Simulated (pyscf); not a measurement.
## F–SiH₂–F, singlet

Gas-phase minimum from PySCF at ωB97X-D3(BJ)/def2-SVP, one conformer. 

SMILES: F[SiH2]F
```xyz
5

F      0.8281     1.0111    -0.5068
Si     0.7013    -0.4313     0.2083
F      0.8186    -0.2013     1.8025
H     -0.6335    -0.9908    -0.0915
H      1.8305    -1.2782    -0.2305
```

Bond lengths (Å): F1–Si2 1.615, Si2–F3 1.615, Si2–H4 1.478, Si2–H5 1.478. Angles (°): F1–Si2–F3 107.7, F1–Si2–H4 108.6, F1–Si2–H5 108.7, F3–Si2–H4 108.6, F3–Si2–H5 108.6, H4–Si2–H5 114.4.

Properties at ωB97X-D3(BJ)/def2-SVP:

```json
{
 "harmonic_wavenumbers_unscaled": "314, 716, 740, 872, 911, 987, 1018, 2332, 2338 cm⁻¹",
 "zero_point_energy": "14.6 kcal/mol",
 "rotational_symmetry_number": "2",
 "Entropy of this conformer at 298 K and 1 atm, rigid rotor and harmonic oscillator, modes under 100 cm⁻¹ raised to 100": "262.6 J/(mol K)",
 "dipole_moment": "1.62 D"
}
```

Single-point totals, which compare only within one level (frozen core for MP2 and CC):

```tsv
level	total energy (hartree)
ωB97X-D3(BJ)/def2-TZVP	-490.64072
PBE/def2-TZVP	-490.26065
r²SCAN/def2-TZVP	-490.49833
B3LYP-D3(BJ)/def2-TZVP	-490.63595
PBE0-D3(BJ)/def2-TZVP	-490.29168
M06-2X/def2-TZVP	-490.51894
ωB97M-D3(BJ)/def2-TZVP	-490.68096
HF/def2-TZVPP	-489.21140
MP2/def2-TZVPP	-489.83634
CCSD/def2-TZVPP	-489.85018
CCSD(T)/def2-TZVPP	-489.86756
```

The CCSD(T) − MP2 part came from Ansatz, without density fitting, on the same reference.
